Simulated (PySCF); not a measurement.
# Working out the ionisation energy of Ga

Ga [Ar] 3d10 4s2 4p1 (2P) → Ga⁺ [Ar] 3d10 4s2 (1S). All numbers are calculated (PySCF 2.14, no relativity, point nucleus, in 6-31G* (5s4p3d, 32 functions)). Frozen: [Ar] 3d10. Energies in hartree (1 hartree = 27.21139 eV):

```json
{"part": "UHF", "Ga (lower)": "-1922.943480", "Ga⁺ (upper)": "-1922.738789"}
{"part": "CCSD correlation", "Ga (lower)": "-0.041886", "Ga⁺ (upper)": "-0.034843"}
{"part": "(T)", "Ga (lower)": "-0.000475", "Ga⁺ (upper)": "0.000000"}
```

Question: What does Hartree-Fock give?

Answer: (-1922.738789) − (-1922.943480) = 0.204691 hartree = 5.570 eV.

Question: What do CCSD and CCSD(T) give?

Answer: The CCSD correlation energies differ by 0.007043 hartree = 0.192 eV and the triples by 0.000475 hartree = 0.013 eV, so CCSD gives 5.762 eV and CCSD(T) 5.775 eV.

Measured between the centres of the two terms (NIST): 5.931 eV, so CCSD(T) (valence) is off by -0.156 eV.

The calculation is non-relativistic.

What remains against the reference includes basis incompleteness, the frozen core and higher excitations.
